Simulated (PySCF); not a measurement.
**`CO[Si@@H](C=O)[C@@H](C)F`: 4 charge schemes on one density**

Species: C4H9FO2Si.
Geometry (GFN2-xTB, Å), atoms numbered from 1 in this order:
```
atom  x, y, z in Å
C1    -2.4785   -0.2137    0.1450
O2    -1.4052    0.6947    0.1418
Si3   -0.0157    0.6630   -0.6818
C4     0.8597    2.2080    0.0268
O5     1.9624    2.5557   -0.3087
C6     1.0381   -0.9052   -0.2657
C7     1.4219   -1.0251    1.2023
F8     0.2746   -2.0266   -0.6152
H9    -3.0431   -0.1296   -0.7844
H10   -3.1238    0.0384    0.9862
H11   -2.1223   -1.2386    0.2473
H12   -0.1756    0.7200   -2.1349
H13    0.3087    2.8064    0.7823
H14    1.9353   -0.9788   -0.8894
H15    0.5394   -0.9673    1.8363
H16    2.0972   -0.2140    1.4611
H17    1.9198   -1.9754    1.3873
```

Density: PBE0/pcSseg-1 (PySCF); schemes: Mulliken, IAO, Hirshfeld and ESP-fitted. The structure is a single GFN2-xTB conformer in the gas phase; no vibrational or solvent corrections.

Tabulate the Mulliken, IAO, Hirshfeld and ESP-fitted charges.

In e:

| atom | environment | Mulliken | IAO | Hirshfeld | ESP-fitted |
| --- | --- | --- | --- | --- | --- |
| C1 | methoxy carbon | -0.012 | -0.200 | -0.029 | -0.167 |
| O2 | silyl ether oxygen | -0.650 | -0.639 | -0.223 | -0.304 |
| Si3 | oxygen-bound silicon | +0.976 | +1.085 | +0.412 | +0.234 |
| C4 | carbonyl carbon | -0.054 | -0.011 | +0.046 | +0.438 |
| O5 | carbonyl oxygen | -0.342 | -0.362 | -0.215 | -0.448 |
| C6 | sp3 C–F carbon | -0.145 | -0.100 | -0.021 | +0.317 |
| C7 | methyl carbon | -0.290 | -0.433 | -0.128 | -0.469 |
| F8 | alkyl fluorine | -0.351 | -0.339 | -0.124 | -0.282 |
| H9 | methyl hydrogen | +0.106 | +0.138 | +0.046 | +0.125 |
| H10 | methyl hydrogen | +0.120 | +0.156 | +0.051 | +0.100 |
| H11 | methyl hydrogen | +0.113 | +0.143 | +0.042 | +0.123 |
| H12 | Si–H hydrogen | -0.094 | -0.142 | -0.075 | -0.056 |
| H13 | formyl hydrogen | +0.106 | +0.104 | +0.036 | -0.032 |
| H14 | methine hydrogen | +0.136 | +0.150 | +0.044 | +0.027 |
| H15 | methyl hydrogen | +0.123 | +0.145 | +0.042 | +0.132 |
| H16 | methyl hydrogen | +0.125 | +0.153 | +0.049 | +0.123 |
| H17 | methyl hydrogen | +0.132 | +0.154 | +0.047 | +0.142 |

Mean size of the charges over all atoms: IAO 0.262 e, Mulliken 0.228 e, ESP-fitted 0.207 e, Hirshfeld 0.096 e. Each set sums to the total charge, 0, to within 0.001 e. The IAO scheme projects the occupied orbitals on a minimal set of polarised atomic orbitals and counts the electrons in each atom's part of it. The Mulliken scheme gives each basis function's population to the atom it is centred on and halves the overlap population of two atoms between them.

Lowest charge. The schemes don't all agree: Mulliken O2 (-0.650); IAO O2 (-0.639); Hirshfeld O2 (-0.223); ESP-fitted C7 (-0.469).

Highest charge. The schemes don't all agree: Mulliken Si3 (+0.976); IAO Si3 (+1.085); Hirshfeld Si3 (+0.412); ESP-fitted C4 (+0.438).

Sum the charges by element, for elements with more than one atom.

| element | atoms | Mulliken | IAO | Hirshfeld | ESP-fitted |
| --- | --- | --- | --- | --- | --- |
| C | 4 | -0.500 | -0.744 | -0.133 | +0.118 |
| O | 2 | -0.992 | -1.002 | -0.438 | -0.752 |
| H | 9 | +0.867 | +1.001 | +0.282 | +0.682 |

How closely do the schemes follow one another over all atoms?

Correlation coefficient and root-mean-square difference: Mulliken with IAO 0.99, 0.069 e; IAO with Hirshfeld 0.98, 0.231 e; Mulliken with Hirshfeld 0.97, 0.198 e; Hirshfeld with ESP-fitted 0.70, 0.182 e; IAO with ESP-fitted 0.66, 0.273 e; Mulliken with ESP-fitted 0.60, 0.269 e.
